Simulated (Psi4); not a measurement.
C3H6Cl (SMILES CC[CH]Cl), doublet, geometry from GFN2-xTB; BHHLYP/6-31G* (Psi4).

Input for Psi4:
```
memory 2 GB

molecule mol {
0 2
  C     0.881968   -0.690356   -0.065206
  C     2.334461   -0.222895   -0.008719
  C    -0.045219    0.451333   -0.217277
  H     0.630046   -1.249113    0.840933
  H     0.771878   -1.394276   -0.906128
  H     3.000275   -1.075943    0.092328
  Cl   -1.689305    0.260271    0.153349
  H     2.596858    0.314490   -0.916533
  H     2.487241    0.439355    0.839254
  H     0.204635    1.312395   -0.809565
}

set basis 6-31g*
set reference uks
set scf_type pk
set puream true
set d_convergence 1e-8
set dft_radial_points 99
set dft_spherical_points 590

energy('bhhlyp')
print_variables()
```

Output, abridged:

```
   => Loading Basis Set <=

    Name: 6-31G*
    Role: ORBITAL
    Keyword: BASIS

         ---------------------------------------------------------
                                   SCF
               by Justin Turney, Rob Parrish, Andy Simmonett
                          and Daniel G. A. Smith
                              UKS Reference
         ---------------------------------------------------------

  ==> Geometry <==

    Molecular point group: c1
    Full point group: C1

    Geometry (in Angstrom), charge = 0, multiplicity = 2:

       Center              X                  Y                   Z               Mass
    ------------   -----------------  -----------------  -----------------  -----------------
         C            1.028064935912    -0.714926733376    -0.078210815716    12.000000000000
         C            2.480557935912    -0.247465733376    -0.021723815716    12.000000000000
         C            0.100877935912     0.426762266624    -0.230281815716    12.000000000000
         H            0.776142935912    -1.273683733376     0.827928184284     1.007825032230
         H            0.917974935912    -1.418846733376    -0.919132815716     1.007825032230
         H            3.146371935912    -1.100513733376     0.079323184284     1.007825032230
         CL          -1.543208064088     0.235700266624     0.140344184284    34.968852682000
         H            2.742954935912     0.289919266624    -0.929537815716     1.007825032230
         H            2.633337935912     0.414784266624     0.826249184284     1.007825032230
         H            0.350731935912     1.287824266624    -0.822569815716     1.007825032230

  Running in c1 symmetry.

  Rotational constants: A =      0.99215  B =      0.08170  C =      0.07849 [cm^-1]
  Rotational constants: A =  29743.88785  B =   2449.27867  C =   2353.01586 [MHz]
  Nuclear repulsion =  150.550858720759777

  Charge       = 0
  Multiplicity = 2
  Electrons    = 41
  Nalpha       = 21
  Nbeta        = 20

  ==> Algorithm <==

  SCF Algorithm Type is PK.
  DIIS enabled.
  MOM disabled.
  Fractional occupation disabled.
  Guess Type is SAD.
  Energy threshold   = 1.00e-06
  Density threshold  = 1.00e-08
  Integral threshold = 1.00e-12

  ==> Primary Basis <==

  Basis Set: 6-31G*
    Blend: 6-31G*
    Number of shells: 38
    Number of basis functions: 72
    Number of Cartesian functions: 76
    Spherical Harmonics?: true
    Max angular momentum: 2

  ==> DFT Potential <==

   => LibXC <=

[...]
      Ntotal   =   40.9999996321 ; deviation = -3.679e-07

   @Spin Contamination Metric:   5.943204192E-03
   @S^2 Expected:                7.500000000E-01
   @S^2 Observed:                7.559432042E-01
   @S   Expected:                5.000000000E-01
   @S   Observed:                5.000000000E-01

    Orbital Energies [Eh]
    ---------------------

    Alpha Occupied:

[...]
    Alpha Virtual:

[...]
    Beta Occupied:

[...]
    Beta Virtual:

[...]
      72A      2.812257

    Final Occupation by Irrep:
              A
    DOCC [    20 ]
    SOCC [     1 ]
    NA   [    21 ]
    NB   [    20 ]

  @UKS Final Energy:  -577.97710556627885

   => Energetics <=

    Nuclear Repulsion Energy =            150.5508587207597770
    One-Electron Energy =               -1091.5072541975946478
    Two-Electron Energy =                 387.0810094154352896
    DFT Exchange-Correlation Energy =     -24.1017195048793269
    Empirical Dispersion Energy =           0.0000000000000000
    VV10 Nonlocal Energy =                  0.0000000000000000
    Total Energy =                       -577.9771055662788513

  UHF NO Occupations:
  HONO-2 :   19  A 1.9993450
  HONO-1 :   20  A 1.9984452
  HONO-0 :   21  A 1.0000000
  LUNO+0 :   22  A 0.0015548
  LUNO+1 :   23  A 0.0006550
  LUNO+2 :   24  A 0.0003003
  LUNO+3 :   25  A 0.0002525

Computation Completed

Properties will be evaluated at   0.000000,   0.000000,   0.000000 [a0]

Properties computed using the SCF density matrix

 Multipole Moments:

 ------------------------------------------------------------------------------------
     Multipole            Electronic (a.u.)      Nuclear  (a.u.)        Total (a.u.)
 ------------------------------------------------------------------------------------

 L = 1.  Multiply by 2.5417464519 to convert [e a0] to [Debye]
 Dipole X            :        -10.6890206           11.3194262            0.6304056
 Dipole Y            :          1.8346994           -1.9036970           -0.0689976
 Dipole Z            :          0.8259833           -1.0075782           -0.1815950
 Magnitude           :                                                    0.6596579

 ------------------------------------------------------------------------------------

  Variable Map:
  ----------------------------------------------------------------------------
[...]
  Array Variable Map:
  ----------------------------------------------------------------------------
[...]
[...]
```
